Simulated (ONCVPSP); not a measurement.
**Transferability test, ONCV potential for nickel**

| Quantity | Value |
| --- | --- |
| Element | Ni |
| Generator | ONCVPSP 4.0.1 |
| Type | optimised norm-conserving Vanderbilt (ONCV) |
| Functional | PBE |
| Relativity | scalar-relativistic |
| Frozen core | [Ne] |
| Valence charge | 18 |
| Reference configuration | 3s2 3p6 3d8 (charge +2) |
| Partial waves | 3s: rc 1.20 bohr, ncon 3, nbas 7, qcut 12.7 1/bohr, 2 projectors, debl 1 Ha; 3p: rc 0.70 bohr, ncon 5, nbas 8, qcut 13.5 1/bohr, 2 projectors, debl 2.1 Ha; 3d: rc 0.90 bohr, ncon 3, nbas 7, qcut 16.1 1/bohr, 2 projectors, debl 2.4 Ha |
| Local potential | polynomial inside 0.60 bohr (lpopt 5, dvloc0 6 Ha) |
| Core correction | polynomial model core, fcfact 0.7 |

In the s channel the program set the typed energies aside and used -4.805, 0.250 Ha. In the p channel the program set the typed energies aside and used -3.348, 0.250 Ha.

Energies are relative to the spin-unpolarised reference configuration 3s2 3p6 3d8; without spin polarisation the order of configurations can differ from experiment.

| valence configuration | charge | ΔE all-electron (eV) | error AE − PS (meV) |
| --- | --- | --- | --- |
| 3s2 3p6 3d8 4s2 | 0 | -26.674 | +4.6 |
| 3s2 3p6 3d9 | +1 | -20.355 | +2.1 |

What are ΔE and the potential's error for 3s2 3p6 3d7?

ΔE = 37.467 eV all-electron; the error (AE − PS) is +1.2 meV.

What are ΔE and the potential's error for 3s2 3p6 3d8 4s1?

ΔE = -17.351 eV all-electron; the error (AE − PS) is +2.3 meV.
